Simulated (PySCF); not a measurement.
C2H3O (SMILES [CH-]1CO1), charge -1, singlet, geometry from GFN2-xTB (in this run its highest filled SCF level lies above zero, so its values depend strongly on the basis, on diffuse functions most of all). Base run: SCAN/STO-3G (PySCF).

Here is a job for PySCF.
```python
from pyscf import gto, scf, dft

mol = gto.Mole()
mol.atom = '''
    C     0.127583    0.839095   -0.405871
    O     0.013057   -0.004490    0.836683
    C     0.012670   -0.632532   -0.405193
    H    -0.935522    1.248997   -0.582296
    H    -0.913411   -1.197667   -0.639897
    H     0.902964   -1.254789   -0.604892
'''
mol.basis = 'sto-3g'
mol.charge = -1
mol.spin = 0
mol.verbose = 3
mol.build()

mf = dft.RKS(mol)
mf.xc = 'scan'
mf.kernel()
```

Variants of this job, named by their change:

```json
[
 {"change": "base", "ΔE vs base (mEh)": "0.000", "grid points": "71744", "electrons on the grid": "24.00000"},
 {"change": "grids.atom_grid = (30, 110)", "ΔE vs base (mEh)": "1.577", "grid points": "14760", "electrons on the grid": "23.99969"},
 {"change": "grids.prune = dft.gen_grid.sg1_prune", "ΔE vs base (mEh)": "0.054", "grid points": "31976", "electrons on the grid": "24.00005"},
 {"change": "grids.prune = dft.gen_grid.treutler_prune", "ΔE vs base (mEh)": "0.005", "grid points": "61952", "electrons on the grid": "24.00000"},
 {"change": "grids.atom_grid = (99, 590)", "ΔE vs base (mEh)": "-0.704", "grid points": "193456", "electrons on the grid": "24.00000"},
 {"change": "grids.atom_grid = (150, 974)", "ΔE vs base (mEh)": "-1.203", "grid points": "483120", "electrons on the grid": "24.00000"},
 {"change": "grids.level = 5", "ΔE vs base (mEh)": "-0.944", "grid points": "199560", "electrons on the grid": "24.00000"},
 {"change": "grids.level = 0", "ΔE vs base (mEh)": "-38.810", "grid points": "5120", "electrons on the grid": "24.00380"},
 {"change": "grids.atom_grid = (50, 194)", "ΔE vs base (mEh)": "-1.191", "grid points": "39472", "electrons on the grid": "23.99998"},
 {"change": "small_rho_cutoff = 0", "ΔE vs base (mEh)": "0.000", "grid points": "71744", "electrons on the grid": "24.00000"},
 {"change": "grids.radi_method = gauss_chebyshev", "ΔE vs base (mEh)": "-1.594", "grid points": "69984", "electrons on the grid": "24.00000"}
]
```
